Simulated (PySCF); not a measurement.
## First hyperpolarisability: 3'-fluoroacetophenone, C8H7FO

Molfile (atoms numbered from 1):
```
C8H7FO
     RDKit          3D

 17 17  0  0  0  0  0  0  0  0999 V2000
   -2.4493   -0.4400    0.5238 C   0  0  0  0  0  0  0  0  0  0  0  0
   -1.5127    0.6222    0.0071 C   0  0  0  0  0  0  0  0  0  0  0  0
   -1.9289    1.6855   -0.3950 O   0  0  0  0  0  0  0  0  0  0  0  0
   -0.0405    0.3334   -0.0006 C   0  0  0  0  0  0  0  0  0  0  0  0
    0.8222    1.3256   -0.4823 C   0  0  0  0  0  0  0  0  0  0  0  0
    2.1951    1.1069   -0.5107 C   0  0  0  0  0  0  0  0  0  0  0  0
    2.7262   -0.1017   -0.0598 C   0  0  0  0  0  0  0  0  0  0  0  0
    1.8593   -1.0778    0.4162 C   0  0  0  0  0  0  0  0  0  0  0  0
    2.3562   -2.2345    0.8507 F   0  0  0  0  0  0  0  0  0  0  0  0
    0.4857   -0.8812    0.4530 C   0  0  0  0  0  0  0  0  0  0  0  0
   -3.4770   -0.0624    0.4677 H   0  0  0  0  0  0  0  0  0  0  0  0
   -2.3639   -1.3609   -0.0738 H   0  0  0  0  0  0  0  0  0  0  0  0
   -2.2104   -0.7027    1.5659 H   0  0  0  0  0  0  0  0  0  0  0  0
    0.3816    2.2620   -0.8287 H   0  0  0  0  0  0  0  0  0  0  0  0
    2.8663    1.8822   -0.8869 H   0  0  0  0  0  0  0  0  0  0  0  0
    3.7993   -0.3008   -0.0704 H   0  0  0  0  0  0  0  0  0  0  0  0
   -0.1451   -1.6840    0.8366 H   0  0  0  0  0  0  0  0  0  0  0  0
  1  2  1  0
  2  3  2  0
  2  4  1  0
  4  5  2  0
  5  6  1  0
  6  7  2  0
  7  8  1  0
  8  9  1  0
  8 10  2  0
 10  4  1  0
  1 11  1  0
  1 12  1  0
  1 13  1  0
  5 14  1  0
  6 15  1  0
  7 16  1  0
 10 17  1  0
M  END
```

Method used: PySCF 2.14.0, quadratic response CAM-B3LYP/aug-cc-pVDZ first hyperpolarisability, Taylor convention, gas phase. Geometry: PBE0-D3(BJ)/def2-SVP.

Q: What is the first hyperpolarisability, and how does it disperse?

A: In au, Taylor convention; the vector part is βᵢ = ⅓ Σⱼ (βᵢⱼⱼ + βⱼᵢⱼ + βⱼⱼᵢ); β∥ is 3/5 of the vector part along the dipole, the dipole points from − to +:
```tsv
process	λ (nm)	β vector norm	β∥	β HRS	depolarisation ratio
static β(0;0,0)	∞	300.9	156.2	123.0	5.23
second harmonic β(−2ω;ω,ω)	1907	327.0	168.3	133.6	5.30
Pockels β(−ω;ω,0)	1907	309.2	160.1	–	–
second harmonic β(−2ω;ω,ω)	1064	399.5	201.4	162.8	5.50
Pockels β(−ω;ω,0)	1064	329.0	169.2	–	–
```

Q: Which lowest excitations, dipole and polarisabilities go with it?

A: S1 3.95 eV (f = 0.000); S2 4.85 eV (f = 0.052); S3 5.46 eV (f = 0.174); dipole 1.60 D; isotropic α 97.2 au static, 97.6 au at 1907 nm, 98.5 au at 1064 nm, 98.8 au at 953.5 nm, 102.7 au at 532 nm.
